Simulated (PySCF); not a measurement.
PySCF input (TPSS/def2-TZVPD):

```python
from pyscf import gto, scf, dft

mol = gto.M(
    atom='''
    Si   -0.98990283   -0.04996027   -0.03804341
    Cl    1.07228026    0.05411785    0.04120929
    H    -1.36880146   -1.06901170   -1.03602533
    H    -1.51034546    1.27418452   -0.43018875
    H    -1.49097781   -0.42573246    1.29826384
    ''',
    basis='def2-tzvpd',
    charge=0,
    spin=0,
    verbose=4,
)

mf = dft.RKS(mol, xc='tpss').density_fit(auxbasis='def2-universal-jkfit')
mf.grids.level = 3
mf.conv_tol = 1e-9
mf.max_cycle = 100
mf.max_memory = 1500
mf.kernel()
if not mf.converged:
    mf = mf.newton()
    mf.kernel(mf.make_rdm1())
mf.analyze()
```

End of the output:

```
Extra cycle  E= -751.608756880824  delta_E= -2.5e-12  |g|= 2.5e-06  |ddm|= 3.59e-06
converged SCF energy = -751.608756880824
**** SCF Summaries ****
Total Energy =                        -751.608756880824103
Nuclear Repulsion Energy =              85.987870896653490
One-electron Energy =                -1209.691780088573751
Two-electron Energy =                  372.095152311096115
Two-electron Coulomb Energy =          422.458924710092845
DFT Exchange-Correlation Energy =      -50.363772398996730
HOMO-LUMO gap [eV] =                     6.886951317934225
**** MO energy ****
MO #1   energy= -100.988610517962  occ= 2
MO #2   energy= -65.7103326994618  occ= 2
MO #3   energy= -9.24027157936906  occ= 2
MO #4   energy= -7.01680829335113  occ= 2
MO #5   energy= -7.01081593060629  occ= 2
MO #6   energy= -7.01081579377828  occ= 2
MO #7   energy= -5.14526733255369  occ= 2
MO #8   energy= -3.52185822766303  occ= 2
MO #9   energy= -3.51765356629394  occ= 2
MO #10  energy= -3.51765336043787  occ= 2
MO #11  energy= -0.770997977927749 occ= 2
MO #12  energy= -0.509888649760533 occ= 2
MO #13  energy= -0.362170782702429 occ= 2
MO #14  energy= -0.35393202225561  occ= 2
MO #15  energy= -0.353931734916308 occ= 2
MO #16  energy= -0.288425547677123 occ= 2
MO #17  energy= -0.288425248822643 occ= 2
MO #18  energy= -0.0353344539299307 occ= 0
MO #19  energy= -0.0045807695551014 occ= 0
MO #20  energy= 0.0105637743635783 occ= 0
MO #21  energy= 0.0105642636437017 occ= 0
MO #22  energy= 0.0338167936125251 occ= 0
MO #23  energy= 0.0398224201380433 occ= 0
MO #24  energy= 0.0398227138156653 occ= 0
MO #25  energy= 0.076165413384431  occ= 0
MO #26  energy= 0.0761661674296928 occ= 0
MO #27  energy= 0.0889898915274497 occ= 0
MO #28  energy= 0.107754240699282  occ= 0
MO #29  energy= 0.107754384028792  occ= 0
MO #30  energy= 0.111331746340331  occ= 0
MO #31  energy= 0.160833852423999  occ= 0
MO #32  energy= 0.161523901938393  occ= 0
MO #33  energy= 0.161524474133636  occ= 0
MO #34  energy= 0.186229161715864  occ= 0
MO #35  energy= 0.186229911520863  occ= 0
MO #36  energy= 0.193887590328786  occ= 0
MO #37  energy= 0.204119459810612  occ= 0
MO #38  energy= 0.204119603996238  occ= 0
MO #39  energy= 0.228310277022677  occ= 0
MO #40  energy= 0.280984444698258  occ= 0
MO #41  energy= 0.293447231027359  occ= 0
MO #42  energy= 0.293447638823048  occ= 0
MO #43  energy= 0.307198507620348  occ= 0
MO #44  energy= 0.307200583285179  occ= 0
MO #45  energy= 0.311314064939337  occ= 0
MO #46  energy= 0.359322227665328  occ= 0
MO #47  energy= 0.367978559965335  occ= 0
MO #48  energy= 0.367979527574382  occ= 0
MO #49  energy= 0.413581998560783  occ= 0
MO #50  energy= 0.413814431291301  occ= 0
MO #51  energy= 0.413814980731313  occ= 0
MO #52  energy= 0.442209880730621  occ= 0
MO #53  energy= 0.450293528152209  occ= 0
MO #54  energy= 0.450293822341548  occ= 0
MO #55  energy= 0.563330698295466  occ= 0
MO #56  energy= 0.563330854026482  occ= 0
MO #57  energy= 0.603208058391167  occ= 0
MO #58  energy= 0.603208410375478  occ= 0
MO #59  energy= 0.61166215189272   occ= 0
MO #60  energy= 0.611662656516588  occ= 0
MO #61  energy= 0.633535012295178  occ= 0
MO #62  energy= 0.656664407855235  occ= 0
MO #63  energy= 0.656664954317163  occ= 0
MO #64  energy= 0.659100520483852  occ= 0
MO #65  energy= 0.754979336198044  occ= 0
MO #66  energy= 0.963879619749836  occ= 0
MO #67  energy= 1.01825233342621   occ= 0
MO #68  energy= 1.0217297267984    occ= 0
MO #69  energy= 1.02173062811632   occ= 0
MO #70  energy= 1.09420021983892   occ= 0
MO #71  energy= 1.09420030224212   occ= 0
MO #72  energy= 1.1395397278336    occ= 0
MO #73  energy= 1.13954187243649   occ= 0
MO #74  energy= 1.13997855553633   occ= 0
MO #75  energy= 1.19332167936996   occ= 0
MO #76  energy= 1.28179190471252   occ= 0
MO #77  energy= 1.28179208785544   occ= 0
MO #78  energy= 1.3011679179483    occ= 0
MO #79  energy= 1.48564201259342   occ= 0
MO #80  energy= 1.48564388759889   occ= 0
MO #81  energy= 1.71987655347449   occ= 0
MO #82  energy= 1.84416757962057   occ= 0
MO #83  energy= 1.84416902391965   occ= 0
MO #84  energy= 1.89277626913301   occ= 0
MO #85  energy= 1.89277735748991   occ= 0
MO #86  energy= 1.90101388705888   occ= 0
MO #87  energy= 1.91302059784545   occ= 0
MO #88  energy= 1.9130236891203    occ= 0
MO #89  energy= 1.97236833506855   occ= 0
MO #90  energy= 1.97237058916173   occ= 0
MO #91  energy= 2.01450707598456   occ= 0
MO #92  energy= 2.03764905208776   occ= 0
MO #93  energy= 2.07508779946593   occ= 0
MO #94  energy= 2.11803819113305   occ= 0
MO #95  energy= 2.19123672422524   occ= 0
MO #96  energy= 2.19123999084029   occ= 0
MO #97  energy= 2.34806709738397   occ= 0
MO #98  energy= 2.34807336397239   occ= 0
MO #99  energy= 2.38087335726148   occ= 0
MO #100 energy= 2.39019729326135   occ= 0
MO #101 energy= 2.39020245430522   occ= 0
MO #102 energy= 2.42173565080152   occ= 0
MO #103 energy= 2.6177115613902    occ= 0
MO #104 energy= 2.61771276263646   occ= 0
MO #105 energy= 2.82375411248276   occ= 0
MO #106 energy= 2.95350129226396   occ= 0
MO #107 energy= 3.0291870612367    occ= 0
MO #108 energy= 3.02918770664818   occ= 0
MO #109 energy= 6.18877969414033   occ= 0
MO #110 energy= 6.1887818794747    occ= 0
MO #111 energy= 6.25807785863412   occ= 0
MO #112 energy= 10.5622493506725   occ= 0
MO #113 energy= 10.7300960553139   occ= 0
MO #114 energy= 10.7301087756285   occ= 0
MO #115 energy= 11.1853297417373   occ= 0
MO #116 energy= 25.1886165341019   occ= 0
 ** Mulliken pop on meta-lowdin orthogonal AOs  **
 ** Mulliken pop  **
pop of  0 Si 1s           1.99999
pop of  0 Si 2s           1.99971
pop of  0 Si 3s           1.07057
pop of  0 Si 4s           0.00630
pop of  0 Si 5s           0.00011
pop of  0 Si 6s           0.00014
pop of  0 Si 2px          1.99983
pop of  0 Si 2py          1.99986
pop of  0 Si 2pz          1.99986
pop of  0 Si 3px          0.54143
pop of  0 Si 3py          0.85382
pop of  0 Si 3pz          0.85416
pop of  0 Si 4px          0.01027
pop of  0 Si 4py          0.01008
pop of  0 Si 4pz          0.01008
pop of  0 Si 5px          0.00053
pop of  0 Si 5py          0.00053
pop of  0 Si 5pz          0.00053
pop of  0 Si 6px          0.00002
pop of  0 Si 6py          0.00004
pop of  0 Si 6pz          0.00004
pop of  0 Si 3dxy         0.01028
pop of  0 Si 3dyz         0.00606
pop of  0 Si 3dz^2        0.00584
pop of  0 Si 3dxz         0.01020
pop of  0 Si 3dx2-y2      0.00698
pop of  0 Si 4dxy         0.00102
pop of  0 Si 4dyz         0.00171
pop of  0 Si 4dz^2        0.00157
pop of  0 Si 4dxz         0.00099
pop of  0 Si 4dx2-y2      0.00176
pop of  0 Si 5dxy         0.00033
pop of  0 Si 5dyz         0.00035
pop of  0 Si 5dz^2        0.00038
pop of  0 Si 5dxz         0.00032
pop of  0 Si 5dx2-y2      0.00056
pop of  0 Si 4f-3         0.00039
pop of  0 Si 4f-2         0.00017
pop of  0 Si 4f-1         0.00049
pop of  0 Si 4f+0         0.00040
pop of  0 Si 4f+1         0.00070
pop of  0 Si 4f+2         0.00051
pop of  0 Si 4f+3         0.00112
pop of  1 Cl 1s           1.99999
pop of  1 Cl 2s           1.99973
pop of  1 Cl 3s           1.86295
pop of  1 Cl 4s           0.00200
pop of  1 Cl 5s           0.00068
pop of  1 Cl 6s           0.00015
pop of  1 Cl 2px          1.99989
pop of  1 Cl 2py          1.99991
pop of  1 Cl 2pz          1.99991
pop of  1 Cl 3px          1.53474
pop of  1 Cl 3py          1.93073
pop of  1 Cl 3pz          1.93115
pop of  1 Cl 4px          0.00261
pop of  1 Cl 4py          0.00235
pop of  1 Cl 4pz          0.00235
pop of  1 Cl 5px          0.00027
pop of  1 Cl 5py          0.00032
pop of  1 Cl 5pz          0.00032
pop of  1 Cl 6px          0.00025
pop of  1 Cl 6py          0.00017
pop of  1 Cl 6pz          0.00017
pop of  1 Cl 7px          0.00026
pop of  1 Cl 7py          0.00004
pop of  1 Cl 7pz          0.00004
pop of  1 Cl 3dxy         0.00340
pop of  1 Cl 3dyz         0.00009
pop of  1 Cl 3dz^2        0.00309
pop of  1 Cl 3dxz         0.00338
pop of  1 Cl 3dx2-y2      0.00905
pop of  1 Cl 4dxy         0.00056
pop of  1 Cl 4dyz         0.00005
pop of  1 Cl 4dz^2        0.00024
pop of  1 Cl 4dxz         0.00056
pop of  1 Cl 4dx2-y2      0.00055
pop of  1 Cl 5dxy         0.00021
pop of  1 Cl 5dyz         0.00003
pop of  1 Cl 5dz^2        0.00008
pop of  1 Cl 5dxz         0.00022
pop of  1 Cl 5dx2-y2      0.00015
pop of  1 Cl 4f-3         0.00033
pop of  1 Cl 4f-2         0.00001
pop of  1 Cl 4f-1         0.00002
pop of  1 Cl 4f+0         0.00013
pop of  1 Cl 4f+1         0.00036
pop of  1 Cl 4f+2         0.00022
pop of  1 Cl 4f+3         0.00059
pop of  2 H 1s            1.08510
pop of  2 H 2s            0.00502
pop of  2 H 3s            0.00079
pop of  2 H 2px           0.00080
pop of  2 H 2py           0.00216
pop of  2 H 2pz           0.00209
pop of  2 H 3px           0.00099
pop of  2 H 3py           0.00080
pop of  2 H 3pz           0.00080
pop of  3 H 1s            1.08510
pop of  3 H 2s            0.00502
pop of  3 H 3s            0.00079
pop of  3 H 2px           0.00096
pop of  3 H 2py           0.00339
pop of  3 H 2pz           0.00071
pop of  3 H 3px           0.00100
pop of  3 H 3py           0.00063
pop of  3 H 3pz           0.00095
pop of  4 H 1s            1.08510
pop of  4 H 2s            0.00502
pop of  4 H 3s            0.00079
pop of  4 H 2px           0.00093
pop of  4 H 2py           0.00069
pop of  4 H 2pz           0.00344
pop of  4 H 3px           0.00100
pop of  4 H 3py           0.00095
pop of  4 H 3pz           0.00063
 ** Mulliken atomic charges  **
charge of    0Si =      0.58997
charge of    1Cl =     -0.29431
charge of    2H =     -0.09855
charge of    3H =     -0.09855
charge of    4H =     -0.09855
Dipole moment(X, Y, Z, Debye): -1.28814, -0.06502, -0.04951
```
